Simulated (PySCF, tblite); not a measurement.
Isomers of C5H3N2 (doublet state), one GFN2-xTB conformer each. Single-point energies are computed at B3LYP/pcH-1 (PySCF, gas phase, no added dispersion term), electronic only. GFN2-xTB treats the open shell by occupation alone, and not every SCF solution was tested for stability.

| SMILES | GFN2-xTB relative energy (kcal/mol) |
| --- | --- |
| [H]/[C]=C1/CN=C1C#N | 22.1 |
| C=C1[CH]N=C1C#N | 0.0 |

Question: What does B3LYP/pcH-1 give for the same structures?

Answer: 
```json
{"SMILES": "C=C1[CH]N=C1C#N", "B3LYP/pcH-1 E (Eh)": "-301.70796", "B3LYP/pcH-1 (kcal/mol)": "0.0", "GFN2-xTB (kcal/mol)": "0.0", "point group": "Cs"}
{"SMILES": "[H]/[C]=C1/CN=C1C#N", "B3LYP/pcH-1 E (Eh)": "-301.66582", "B3LYP/pcH-1 (kcal/mol)": "26.4", "GFN2-xTB (kcal/mol)": "22.1", "point group": "Cs"}
```

Both levels put the same isomer lowest. 

Question: What happens when harmonic zero-point energies from GFN2-xTB frequencies are added?

Answer: 
```
             SMILES  ZPE (kcal/mol)  electronic (kcal/mol)  with ZPE (kcal/mol)
    C=C1[CH]N=C1C#N            39.6                    0.0                  0.0
[H]/[C]=C1/CN=C1C#N            39.5                   26.4                 26.3
```

The zero-point energies span 0.1 kcal/mol. The order is unchanged.
